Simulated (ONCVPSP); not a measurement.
lead ONCV: all-electron and pseudo phase curves

* Element: Pb
* Generator: ONCVPSP 4.0.1
* Type: optimised norm-conserving Vanderbilt (ONCV)
* Functional: PBE
* Relativity: scalar-relativistic
* Frozen core: [Xe] 4f14
* Valence charge: 14
* Reference configuration: 5d10 6s2 6p1.5 (charge +0.5)
* Partial waves: 6s: rc 2.10 bohr, ncon 3, nbas 7, qcut 3.3 1/bohr, 1 projector; 6p: rc 2.75 bohr, ncon 4, nbas 8, qcut 3.2 1/bohr, 2 projectors, debl 2.2 Ha; 5d: rc 1.60 bohr, ncon 4, nbas 8, qcut 8.5 1/bohr, 1 projector
* Local potential: polynomial inside 1.30 bohr (lpopt 3, dvloc0 0 Ha)
* Core correction: Teter function fitted to the true core (icmod 2), fcfact 0.7

The phase is arctan(r·R′/R) of the radial function R(r), unwrapped; energies in Ha, scanned from -2 to 5 Ha. A pole is an energy at which the radial function vanishes at the test radius. The pseudo phase is shifted by a multiple of π to meet the all-electron one at the reference energy, and phase errors are pseudo minus all-electron; the curves can meet again beyond the range given. Levels narrower than the energy grid can be missing from the lists of poles.

```json
{"channel": "s", "radius (bohr)": "2.13", "reference energy (Ha)": "-0.57", "poles, all-electron": "1.12", "poles, pseudo": "0.93, 4.32", "unbroken range about the reference energy with phases within 0.05 rad": "below 1.3", "phase error 1 Ha above the reference energy (rad)": "-0.012"}
{"channel": "p", "radius (bohr)": "2.79", "reference energy (Ha)": "-0.24", "poles, all-electron": "0.65, 4.56", "poles, pseudo": "0.64, 1.21, 4.50", "unbroken range about the reference energy with phases within 0.05 rad": "below 1.2", "phase error 1 Ha above the reference energy (rad)": "-0.004"}
{"channel": "d", "radius (bohr)": "1.62", "reference energy (Ha)": "-0.91", "poles, all-electron": "0.21", "poles, pseudo": "0.20", "unbroken range about the reference energy with phases within 0.05 rad": "below 2.9", "phase error 1 Ha above the reference energy (rad)": "-0.001"}
```

Note: ghosts flagged at negative energy: s at -115.8 eV; GHOST(+) flagged for p at 33.2 eV. A true bound ghost makes a file unfit for plane-wave use.

Phases in the s channel:

```tsv
E (Ha)	all-electron	pseudo
-1.98	1.054	1.045
-1.80	0.974	0.964
-1.62	0.861	0.849
-1.44	0.692	0.677
-1.26	0.431	0.416
-1.08	0.052	0.040
-0.90	-0.385	-0.391
-0.72	-0.747	-0.748
-0.54	-0.992	-0.992
-0.36	-1.153	-1.153
-0.18	-1.261	-1.264
0.00	-1.339	-1.344
0.18	-1.398	-1.405
0.36	-1.444	-1.454
0.54	-1.481	-1.496
0.72	-1.513	-1.532
0.90	-1.540	-1.566
1.08	-1.565	-1.599
1.26	-1.588	-1.633
1.44	-1.610	-1.672
1.62	-1.631	-1.718
1.80	-1.653	-1.781
1.98	-1.675	-1.878
2.16	-1.698	-2.061
2.34	-1.724	-2.524
2.52	-1.753	-3.535
2.70	-1.787	-4.146
2.88	-1.829	-4.373
3.06	-1.883	-4.483
3.24	-1.954	-4.548
3.42	-2.056	-4.593
3.60	-2.211	-4.626
3.78	-2.465	-4.653
3.96	-2.876	-4.675
4.14	-3.393	-4.695
4.32	-3.811	-4.712
4.50	-4.070	-4.729
4.68	-4.228	-4.745
4.86	-4.330	-4.761
```
